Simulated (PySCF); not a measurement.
Computed data sheet: `O=C(Cl)c1ccccc1F`

C7H4ClFO.
Structure used (GFN2-xTB), in Å, numbered top down from 1:
```
atom  x, y, z in Å
O1     2.9730   -1.0107    0.1103
C2     2.2996   -0.1399   -0.3485
Cl3    3.0638    1.1010   -1.3325
C4     0.8458   -0.0140   -0.1550
C5     0.2543   -1.0115    0.6334
C6    -1.0983   -1.0174    0.8981
C7    -1.9077   -0.0177    0.3775
C8    -1.3542    0.9788   -0.4040
C9     0.0065    0.9793   -0.6661
F10    0.4686    1.9756   -1.4299
H11    0.8987   -1.7812    1.0302
H12   -1.5244   -1.7983    1.5085
H13   -2.9680   -0.0133    0.5782
H14   -1.9584    1.7687   -0.8224
```

Structural features include: benzene ring, C–F bond and C–Cl bond.

**GFN2-xTB geometry**

| Item | Value |
| --- | --- |
| Point group of the GFN2-xTB geometry | Cs |
| Rotational constants A, B, C of the GFN2-xTB geometry | 2.141, 0.927, 0.647 GHz |

B3LYP/def2-SVPD ground state and vertical TDDFT (core frozen in the response) (PySCF):

| Item | Value |
| --- | --- |
| Dipole moment | 4.42 D |
| HOMO energy | -7.76 eV |
| LUMO energy | -2.59 eV |
| HOMO–LUMO gap | 5.17 eV |
| Lowest singlet excitation | 4.36 eV (284 nm, f = 0.000) |
| Strongest line among the 8 lowest singlet transitions | S8 at 6.60 eV (188 nm, f = 0.394) |
| Lowest triplet excitation (Tamm–Dancoff) | 3.67 eV |
| Static isotropic polarisability | 99.2 au |
| Electronic spatial extent ⟨r²⟩ about the centre of nuclear charge | 1601 bohr² |

Monoisotopic mass from the formula: 157.9935 u.

The vertical singlet–triplet gap S1 − T1 is 0.69 eV (TDDFT singlet less Tamm–Dancoff triplet; S1: HOMO−2→LUMO, weight 0.94; T1: HOMO→LUMO, weight 0.52, beside HOMO−1→LUMO, weight 0.40). The largest Löwdin shares of the LUMO are 0.20 on C2, 0.17 on O1, 0.14 on C7 and 0.11 on C4. The largest Löwdin shares of the HOMO are 0.23 on C6, 0.19 on C9, 0.14 on C8 and 0.14 on C5. The 8 singlets span 4.36 to 6.60 eV, and their oscillator strengths add up to 0.83. The dipole equals about 14.8 × 10⁻³⁰ C·m (1 D = 3.33564 × 10⁻³⁰ C·m). The principal polarisabilities are 56.5, 106.6 and 134.6 au; their mean is the isotropic value. S1 lies 0.81 eV below the HOMO–LUMO gap; its leading configuration is HOMO−2→LUMO, weight 0.94.

The structure is a single GFN2-xTB conformer in the gas phase; no vibrational or solvent corrections.

For the TDDFT job (B3LYP/def2-SVPD), on one thread, x86-64 server, no GPU, shared host, this took 56 s.
